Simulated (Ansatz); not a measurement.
Steps of a relaxation of `B1[SiH2]SS1` with RKS PBE-D4/def2-SVP.

```sh
$ ansatz run in.yaml --threads 2 --pin off --events-out ev --progress --plain --max-ram 4352MiB
```

```yaml
crystal:
  periodic: [false, false, false]
  atoms:
    - {symbol: B, position_ang: [-0.739200, 0.310000, -0.864600]}
    - {symbol: Si, position_ang: [0.647000, 0.240800, 0.424800]}
    - {symbol: S, position_ang: [0.183400, -1.751100, 0.891300]}
    - {symbol: S, position_ang: [-0.818600, -1.556000, -0.905100]}
    - {symbol: H, position_ang: [-1.640900, 1.159600, -0.958300]}
    - {symbol: H, position_ang: [0.432800, 1.151400, 1.572700]}
    - {symbol: H, position_ang: [1.996700, 0.377400, -0.206500]}
basis:
  gaussian: {orbitals: def2-SVP}
hamiltonian: {xc: pbe, dispersion: d4}
relax: {f_tol: 0.03, max_steps: 200}
```

Positions (Å) and forces (eV/Å) along the path, 7 of 7 steps:

```xyz
7
step=1 energy=-30248.8675 eV
B    -0.739    0.310   -0.865   -1.650   -0.734    0.136
Si    0.647    0.241    0.425    1.321    1.875    0.636
S     0.183   -1.751    0.891    0.769   -1.670    1.263
S    -0.819   -1.556   -0.905   -1.550    0.835   -1.722
H    -1.641    1.160   -0.958    0.461   -0.600   -0.995
H     0.433    1.151    1.573    0.340    0.271    0.538
H     1.997    0.377   -0.206    0.309    0.024    0.144
7
step=2 energy=-30249.5172 eV
B    -0.826    0.271   -0.769   -1.272   -0.101   -0.647
Si    0.671    0.301    0.470    0.473    0.450    0.382
S     0.242   -1.799    0.842    0.310   -0.726    0.244
S    -0.941   -1.562   -0.942   -0.394    1.057   -0.055
H    -1.656    1.131   -1.154    0.626   -0.823   -0.204
H     0.540    1.183    1.673    0.228    0.015    0.215
H     2.031    0.408   -0.165    0.029    0.128    0.065
7
step=3 energy=-30249.7485 eV
B    -0.883    0.281   -0.760   -0.564    0.160   -0.402
Si    0.666    0.315    0.500    0.010    0.012    0.196
S     0.317   -1.864    0.816   -0.083    0.116   -0.346
S    -1.051   -1.512   -0.875    0.057    0.455    0.359
H    -1.641    1.088   -1.349    0.596   -0.677    0.232
H     0.633    1.138    1.768    0.040   -0.128   -0.038
H     2.020    0.486   -0.145   -0.055    0.062   -0.001
7
step=4 energy=-30249.7581 eV
B    -0.898    0.280   -0.811    0.002   -0.432    0.631
Si    0.608    0.368    0.507    0.515   -0.320   -0.030
S     0.402   -1.826    0.729   -0.351   -0.176   -0.040
S    -1.186   -1.489   -0.729    0.305    0.371    0.020
H    -1.539    1.024   -1.479   -0.298    0.221   -0.387
H     0.717    1.021    1.859   -0.294    0.129   -0.057
H     1.957    0.554   -0.121    0.122    0.207   -0.138
7
step=5 energy=-30249.8393 eV
B    -0.878    0.288   -0.764   -0.071   -0.015   -0.034
Si    0.691    0.320    0.476    0.045   -0.061    0.031
S     0.384   -1.876    0.713    0.068    0.057    0.044
S    -1.211   -1.457   -0.683   -0.070    0.040   -0.061
H    -1.546    1.024   -1.455    0.001   -0.022    0.003
H     0.580    1.032    1.801    0.039   -0.015   -0.048
H     2.042    0.602   -0.132   -0.013    0.016    0.064
7
step=6 energy=-30249.8413 eV
B    -0.882    0.287   -0.769   -0.022   -0.003   -0.021
Si    0.696    0.316    0.467    0.010    0.011    0.004
S     0.391   -1.872    0.704    0.005   -0.031    0.009
S    -1.229   -1.453   -0.672   -0.005    0.013   -0.004
H    -1.555    1.018   -1.461    0.009   -0.003    0.011
H     0.584    1.025    1.789   -0.011    0.010    0.011
H     2.057    0.612   -0.104    0.012    0.003   -0.012
7
step=7 energy=-30249.8414 eV
B    -0.882    0.286   -0.770    0.006    0.006    0.002
Si    0.698    0.315    0.466    0.003    0.006    0.001
S     0.392   -1.875    0.704    0.000    0.000   -0.001
S    -1.232   -1.452   -0.669   -0.007   -0.009   -0.002
H    -1.553    1.020   -1.460   -0.001   -0.002    0.001
H     0.578    1.025    1.788   -0.001    0.000   -0.002
H     2.060    0.613   -0.105    0.000   -0.001    0.001
```

Hardware: 2 threads of an Arm Neoverse V1 on a shared host. Wall time 12 s, peak host memory 0.12 GiB.
